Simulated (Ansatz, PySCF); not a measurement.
C₂H₇AlS (SMILES [CH3][Al]([CH3])[SH]), singlet, geometry from GFN2-xTB (such geometries of metal compounds can be far from the true shape), with bond 9-6 at 1.8 times its length. Base run: CASSCF(6,5)/STO-3G (PySCF).

PySCF was given this input:
```python
from pyscf import gto, scf, mcscf
import numpy

mol = gto.Mole()
mol.atom = '''
    Al   -0.339049    0.252890   -0.163902
    C    -2.090172   -0.619878   -0.495969
    H    -1.973246   -1.709351   -0.545695
    H    -2.558643   -0.298949   -1.431402
    H    -2.817017   -0.419297    0.298048
    C     0.231467    2.144821   -0.405232
    H     1.065912    2.247592   -1.108932
    H     0.563265    2.608123    0.531286
    H    -1.240003    3.252013   -1.097963
    S     1.235886   -1.096279    0.616287
    H     2.091432   -0.084798    0.724131
'''
mol.basis = 'sto-3g'
mol.charge = 0
mol.spin = 0
mol.verbose = 3
mol.build()

mf = scf.RHF(mol)
mf.kernel()
mc = mcscf.CASSCF(mf, 5, 6)
mc.fix_spin_(ss=0.0)
mc.kernel()
occ = numpy.linalg.eigvalsh(mc.fcisolver.make_rdm1(mc.ci, mc.ncas, mc.nelecas))[::-1]
ss = mc.fcisolver.spin_square(mc.ci, mc.ncas, mc.nelecas)[0]
print('natural occupations', occ.round(4), ' <S^2>', round(ss, 4))
```

Programs used: Ansatz (a quantum-chemistry and plane-wave program), PySCF; a row that names a program was run with it.

Each row names what was changed in the base input (with any setting that the change needs).

```tsv
change	ΔE vs base (mEh)	natural occupations	<S^2> of the state	outcome
base	0.000	2.00 1.98 1.72 0.28 0.02	0.00	converged
active space = 2 electrons, 2 orbitals	11.596	1.72 0.28	0.00	converged
solver = newton	0.000	2.00 1.98 1.72 0.28 0.02	0.00	converged
start = MP2 natural orbitals	-5.807	2.00 1.97 1.73 0.27 0.03	0.00	converged
conv_tol = 1e-5	1.096	2.00 1.98 1.72 0.28 0.02	0.00	converged
active space = 8 electrons, 6 orbitals	-	-	-	not converged
active space = 4 electrons, 4 orbitals	-5.200	1.97 1.73 0.27 0.03	0.00	converged
state_average = 2 states	10.186	-	-	converged
code = ansatz	-8.200	-	-	converged
orbitals = fixed (CASCI)	29.283	2.00 2.00 1.77 0.23 0.00	0.00	converged
orbitals = fixed (CASCI); correction = SC-NEVPT2	-139.1	2.00 2.00 1.77 0.23 0.00	0.00	converged
```

Active orbitals are taken around the Fermi level unless the row says otherwise; CASSCF can end in different local minima, and two programs can end on different orbitals. State-averaged rows give the lowest state.
